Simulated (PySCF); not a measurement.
Compound: N-tert-butylformamide, C5H11NO.
SMILES with atom numbers: `[CH3:1][C:2]([CH3:3])([CH3:4])[NH:5][CH:6]=[O:7]` (hydrogens: H8, H9, H10 on C1; H11, H12, H13 on C3; H14, H15, H16 on C4; H17 on N5; H18 on C6)

The same species was optimised twice, with GFN2-xTB and with PBE0-D3(BJ)/def2-SVP (PySCF), and the same property calculations (PySCF, gas phase) were run on both structures.

```json
{"coordinate": "N5–C6 (Å)", "GFN2-xTB": "1.343", "PBE0-D3(BJ)/def2-SVP": "1.352", "change": "+0.009"}
{"coordinate": "C6=O7 (Å)", "GFN2-xTB": "1.206", "PBE0-D3(BJ)/def2-SVP": "1.212", "change": "+0.006"}
{"coordinate": "C2–N5 (Å)", "GFN2-xTB": "1.467", "PBE0-D3(BJ)/def2-SVP": "1.469", "change": "+0.002"}
{"coordinate": "C2–C4 (Å)", "GFN2-xTB": "1.528", "PBE0-D3(BJ)/def2-SVP": "1.526", "change": "-0.002"}
{"coordinate": "C2–C3 (Å)", "GFN2-xTB": "1.531", "PBE0-D3(BJ)/def2-SVP": "1.531", "change": "0.000"}
{"coordinate": "C1–C2 (Å)", "GFN2-xTB": "1.531", "PBE0-D3(BJ)/def2-SVP": "1.531", "change": "0.000"}
{"coordinate": "C2–N5–C6 (°)", "GFN2-xTB": "124.9", "PBE0-D3(BJ)/def2-SVP": "125.7", "change": "+0.8"}
{"coordinate": "C4–C2–N5 (°)", "GFN2-xTB": "107.5", "PBE0-D3(BJ)/def2-SVP": "106.7", "change": "-0.8"}
{"coordinate": "C1–C2–N5 (°)", "GFN2-xTB": "109.2", "PBE0-D3(BJ)/def2-SVP": "109.8", "change": "+0.6"}
{"coordinate": "C3–C2–N5 (°)", "GFN2-xTB": "109.2", "PBE0-D3(BJ)/def2-SVP": "109.7", "change": "+0.5"}
{"coordinate": "N5–C6–O7 (°)", "GFN2-xTB": "126.8", "PBE0-D3(BJ)/def2-SVP": "126.4", "change": "-0.4"}
{"coordinate": "C1–C2–C4 (°)", "GFN2-xTB": "110.3", "PBE0-D3(BJ)/def2-SVP": "110.1", "change": "-0.2"}
{"coordinate": "C3–C2–C4 (°)", "GFN2-xTB": "110.3", "PBE0-D3(BJ)/def2-SVP": "110.1", "change": "-0.2"}
{"coordinate": "C1–C2–C3 (°)", "GFN2-xTB": "110.3", "PBE0-D3(BJ)/def2-SVP": "110.4", "change": "+0.1"}
{"coordinate": "C1–C2–N5–C6 (°)", "GFN2-xTB": "60", "PBE0-D3(BJ)/def2-SVP": "60", "change": "0"}
{"coordinate": "C2–N5–C6–O7 (°)", "GFN2-xTB": "0", "PBE0-D3(BJ)/def2-SVP": "0", "change": "0"}
```

Rotational constants: A = 4146, B = 1954, C = 1872 MHz (GFN2-xTB) against A = 4109, B = 1933, C = 1849 MHz (PBE0-D3(BJ)/def2-SVP). Atoms that the bonding makes alike are paired by their places after alignment.

On the GFN2-xTB structure: HOMO (eV) -7.26 [PBE0/pcSseg-1]; LUMO (eV) 0.86 [PBE0/pcSseg-1]; dipole (D) 3.80 [PBE0/pcSseg-1]; GIAO shielding of C1/C3/C4 (mean) (ppm) 157.5 [PBE0/pcSseg-1]; GIAO shielding of C2 (ppm) 134.9 [PBE0/pcSseg-1]; GIAO shielding of N5 (ppm) 107.4 [PBE0/pcSseg-1]; GIAO shielding of C6 (ppm) 25.5 [PBE0/pcSseg-1]; GIAO shielding of O7 (ppm) -91.4 [PBE0/pcSseg-1].

Task: What do these properties become on the PBE0-D3(BJ)/def2-SVP structure?

Result: 
```tsv
property	level	on GFN2-xTB	on PBE0-D3(BJ)/def2-SVP	change
HOMO (eV)	PBE0/pcSseg-1	-7.26	-7.27	-0.01
LUMO (eV)	PBE0/pcSseg-1	0.86	0.79	-0.07
dipole (D)	PBE0/pcSseg-1	3.80	3.80	0.00
energy, GFN2-xTB geometry as zero (kcal/mol)	PBE0/pcSseg-1	0.0	-0.5	-0.5
GIAO shielding of C1/C3/C4 (mean) (ppm)	PBE0/pcSseg-1	157.5	154.9	-2.6
GIAO shielding of C2 (ppm)	PBE0/pcSseg-1	134.9	134.4	-0.5
GIAO shielding of N5 (ppm)	PBE0/pcSseg-1	107.4	104.8	-2.6
GIAO shielding of C6 (ppm)	PBE0/pcSseg-1	25.5	23.2	-2.3
GIAO shielding of O7 (ppm)	PBE0/pcSseg-1	-91.4	-99.6	-8.2
```

The heavy atoms differ by 0.018 Å rms after alignment (one structure mirrored). Among bonds between heavy atoms N5–C6 changes most (+0.009 Å). Changes are differences of the printed values. Neither structure is proved a minimum here.

Conformer computed: `[CH3:1][C:2]([CH3:3])([CH3:4])[NH:5][CH:6]=[O:7]`: C1–C2–N5–C6 60°, C2–N5–C6–O7 0°.
